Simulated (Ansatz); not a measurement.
CH6BFSi2, SMILES `F[SiH]1CB1[SiH3]`, relaxed with RKS PBE0-D4/def2-TZVP in Ansatz 0.2.0 from a PBE-D4/def2-SVP geometry. The force threshold is 0.005 eV/Å; the program also tests the step.

Total charge 0; spin multiplicity 1.

Start:

```xyz
11

F    -0.865   -2.590    0.755
Si    0.206   -1.393    1.089
C    -0.209    0.663    1.276
B     0.405    0.157    0.016
Si    0.185    0.641   -1.908
H     0.700   -1.684    2.473
H     0.103    0.424    2.318
H    -0.969    1.469    1.298
H    -0.646    1.886   -2.099
H     1.541    0.900   -2.518
H    -0.450   -0.474   -2.700
```

Problem. How much energy does the relaxation release, and in how many steps? (Estimate.)

Solution. Computed: 7.11 kJ/mol, in 11 steps, 1 of them rejected.

Problem. Which bonds change most? (Best estimate.)

Solution. Computed: Si2–C3 from 2.106 to 2.032 Å; F1–Si2 from 1.641 to 1.596 Å; Si2–H6 from 1.498 to 1.477 Å; Si2–B4 from 1.896 to 1.876 Å.

Problem. Give the relaxed structure. (An estimate is asked.)

Solution. The calculation gave: 
```xyz
11

F    -0.840   -2.539    0.790
Si    0.185   -1.358    1.108
C    -0.243    0.622    1.254
B     0.401    0.146    0.008
Si    0.192    0.649   -1.902
H     0.747   -1.662    2.440
H     0.095    0.416    2.280
H    -1.006    1.399    1.281
H    -0.585    1.908   -2.083
H     1.540    0.851   -2.504
H    -0.486   -0.431   -2.672
```
